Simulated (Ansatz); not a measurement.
Gas-phase electronic energies from Ansatz, PBE0-D4/def2-TZVP geometries. CCSD(T)/CBS is the MP2 limit (def2-TZVPP, def2-QZVPP) plus CCSD(T) − MP2 in def2-TZVPP, frozen cores. DFT in def2-TZVPP. B3LYP here is the variant with VWN-RPA as its local correlation; programs differ in this. For Ge outer-core shells are correlated without core-valence functions, which leaves a few kJ/mol of doubt a bond. Scalar relativity is left out up to krypton. One conformer a species, not always the lowest.

Reaction (formal exchange of groups at a Ge–C bond): `[CH3][GeH]([OH])[F]` + `NC(O)(O)F` → `[NH2][GeH]([OH])[F]` + `CC(O)(O)F`

`[CH3][GeH]([OH])[F]`:

Z-matrix (Å, degrees):
```
C
Ge 1 1.923
H 1 1.090 2 108.9
H 1 1.091 2 110.1 3 -119.5
H 1 1.090 2 110.2 3 119.9
O 2 1.766 1 107.0 3 53.9
F 2 1.745 1 108.4 3 -60.9
H 2 1.538 1 118.4 3 -179.5
H 6 0.960 2 113.6 1 -179.3
```

`NC(O)(O)F`:

Z-matrix (Å, degrees):
```
C
O 1 1.369
O 1 1.372 2 108.4
N 1 1.416 2 113.1 3 -124.6
F 1 1.384 2 108.5 3 117.9
H 2 0.964 1 108.0 3 -45.8
H 3 0.963 1 107.1 2 -175.2
H 4 1.012 1 109.5 2 53.6
H 4 1.012 1 110.1 2 -66.4
```

`[NH2][GeH]([OH])[F]`:

```xyz
8

N    -0.403   -1.351   -0.183
Ge   -0.053    0.324    0.369
O     1.577    0.671   -0.193
F    -1.040    1.546   -0.396
H    -0.199   -1.547   -1.152
H    -1.293   -1.745    0.081
H    -0.285    0.500    1.870
H     1.695    1.602   -0.396
```

`CC(O)(O)F`:

```xyz
10

C    -0.898   -0.611    0.301
C     0.290    0.142   -0.238
O    -0.114    1.048   -1.166
O     1.034    0.806    0.720
F     1.145   -0.787   -0.836
H    -0.565   -1.377    1.001
H    -1.563    0.085    0.811
H    -1.432   -1.088   -0.520
H     0.633    1.629   -1.349
H     1.470    0.153    1.276
```

**Question.** Is it downhill or uphill in electronic energy at CCSD(T)/CBS, and by how much? (Estimate.)

**Answer.** Ansatz gave: Downhill: ΔE = -25.7 kJ/mol.

**Question.** What do these levels give: PBE, B3LYP, MP2/def2-TZVPP, HF/def2-QZVPP, SCS-MP2/def2-QZVPP, HF/CBS(def2)? (An estimate is asked.)

**Answer.** The calculation gave: PBE -17.7, B3LYP -22.4, MP2/def2-TZVPP -25.6, HF/def2-QZVPP -26.7, SCS-MP2/def2-QZVPP -28.6, HF/CBS(def2) -26.8 kJ/mol.

Largest T1 diagnostic among the species: 0.012.
